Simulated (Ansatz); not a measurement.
BBr3. The state is a singlet with charge 0. Geometry PBE0-D4/def2-SVP, basis def2-TZVP, Ansatz.

```csv
run,HOMO (eV),LUMO (eV)
A,-6.82,-2.73
B,-8.31,-2.11
C,-10.65,0.03
D,-11.23,1.49
E,-7.43,-2.57
F,-8.53,-1.98
```

Problem. The runs used B97M-V, BLYP, HF, PBE0, r2SCAN0, ωB97X-V. Estimate which is which.

Solution. A BLYP (0 % exact exchange); B PBE0 (25 % exact exchange); C ωB97X-V (range-separated); D HF (100 % exact exchange); E B97M-V (0 % exact exchange); F r2SCAN0 (25 % exact exchange). Exact exchange lowers occupied and raises empty levels; among semilocal functionals meta-GGAs tend to open the gap a little, and such runs are hard to tell apart. The gap grows from 4.09 eV (BLYP) to 12.72 eV (HF).
